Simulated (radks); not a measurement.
Spherical jellium clusters: N electrons in a uniform positive sphere of charge N and radius rs N^(1/3), rs = 3.05 bohr. Method: non-relativistic Kohn-Sham, PBEsol, spin-polarised, spherical densities; computed with a radial shooting solver with Libxc functionals. Levels are named by radial order and angular momentum (1s, 1p, 1d, 2s, ...), and open shells are averaged over m.

N = 11, configuration 1s2 1p6 1d(up 3, down 0). This is the lowest configuration that the search found. Occupied levels:

| level | occupation | eigenvalue (eV) | <r> (bohr) |
|---|---|---|---|
| 1s up | 1 | -6.7247 | 4.451 |
| 1s down | 1 | -6.4634 | 4.200 |
| 1p up | 3 | -4.9464 | 5.439 |
| 1p down | 3 | -4.4739 | 5.296 |
| 1d up | 3 | -2.8485 | 6.334 |

Energy (eV): total -16.2320, kinetic 30.968, external -561.86, Hartree 272.09, exchange-correlation -48.671, background 291.24.
